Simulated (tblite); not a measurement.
C3H7FO4Si.
Numbering: `[CH3:1][O:2][Si:3]([F:4])([O:5][CH3:6])[C:7](=[O:8])[OH:9]` (hydrogens: H10, H11, H12 on C1; H13, H14, H15 on C6; H16 on O9)

Geometry (GFN2-xTB, Å), atoms numbered from 1 in this order:
```xyz
16
C3H7FO4Si angstrom
C      2.5625   -1.0678    0.5104
O      1.2180   -1.1952    0.1130
Si    -0.0514   -0.2922    0.4577
F     -0.5777   -0.5542    1.9678
O     -1.1315   -0.7833   -0.6137
C     -2.5257   -0.6030   -0.6195
C      0.3150    1.5933    0.4117
O      1.4063    2.0917    0.5473
O     -0.7677    2.3472    0.1816
H      2.6808   -1.4164    1.5372
H      2.8890   -0.0301    0.4474
H      3.1595   -1.6871   -0.1583
H     -2.9154   -1.1002   -1.5072
H     -2.9687   -1.0439    0.2742
H     -2.7734    0.4591   -0.6521
H     -0.5272    3.2911    0.1609
```

All values are computed: GFN2-xTB (tblite) harmonic vibrations without scaling, gas phase. The method is semi-empirical: single wavenumbers can be off by several per cent or more. One conformer, not necessarily the lowest.

Harmonic wavenumbers (cm⁻¹): 39.9, 47.9, 74.2, 98.6, 105.0, 107.0, 112.0, 140.5, 191.7, 235.2, 267.5, 293.4, 379.7, 449.0, 496.4, 663.0, 711.1, 754.8, 845.2, 849.9, 1123.5, 1126.5, 1129.3, 1135.8, 1139.2, 1178.1, 1194.0, 1224.5, 1408.8, 1411.0, 1466.8, 1468.4, 1474.8, 1476.6, 1748.0, 2973.5, 2977.9, 2982.7, 2996.1, 3001.0, 3001.5, 3370.0.

A = 1492, B = 1316, C = 882.4 MHz; mass 154.010 u (most abundant isotopes); point group C1, symmetry number 1.

Q: What is the zero-point energy?

A: Half the sum of the wavenumbers: 23935 cm⁻¹ = 286.32 kJ/mol.

Q: What is S at 298.15 K and 1 bar for an ideal gas of classical rigid rotors and harmonic oscillators?

A: Translation 171.68, rotation 123.88, vibration 174.69: S = 470.2 J/(mol K).

Q: And Cp and H(298.15 K) − H(0)?

A: Cp = 170.73 J/(mol K), of which vibrations give 137.47 (their classical limit is 42 R = 349.2); H(298.15 K) − H(0) = 34.83 kJ/mol without the zero-point energy, 24.91 from vibrations.

Q: Which modes carry the vibrational entropy at 298.15 K?

A: 39.9 cm⁻¹: 22.02; 47.9 cm⁻¹: 20.51; 74.2 cm⁻¹: 16.90; 98.6 cm⁻¹: 14.57; 105.0 cm⁻¹: 14.06; 107.0 cm⁻¹: 13.90 J/(mol K); the other 36 give 72.73 together.

Q: What must be added to the electronic energy to get the Gibbs energy at 298.15 K and 1 bar?

A: ZPE + [H(298.15 K) − H(0)] − T·S = 286.32 + 34.83 − 140.20 = 180.95 kJ/mol.

Q: Blend soft modes into free rotors: weight 1/[1 + (100 cm⁻¹/ν̃)⁴] for the oscillator and the rest for a rotor with moment μB/(μ + B), μ = h/(8π²ν), B = 10⁻⁴⁴ kg m². What vibrational entropy results?

A: 156.21 J/(mol K) in place of 174.69, which changes −T·S at 298.15 K by +5.51 kJ/mol.

Q: How do the functions run with temperature in this model?

A: 
```
T (K)  S (J/(mol K))  Cp (J/(mol K))  H − H(0) (kJ/mol)  G − H(0) (kJ/mol)  ln q(vib)
  100          323.4           105.5               7.07             -25.28       3.22
  200          408.4           141.1              19.52             -62.15       7.42
  300          471.3           171.3              35.15            -106.24      11.02
  500          572.1           225.6              75.07            -210.97      17.13
  800          690.8           278.9             151.47            -401.17      24.82
 1000          755.7           301.9             209.68            -545.97      29.28
```

q(vib) and H(0) count from the zero-point level.

Hindered rotation and anharmonicity are outside this model. Other conformers, if any are populated, would add a mixing term that is left out. The structure is chiral; the term R ln 2 for an equal mix with its mirror image is left out.
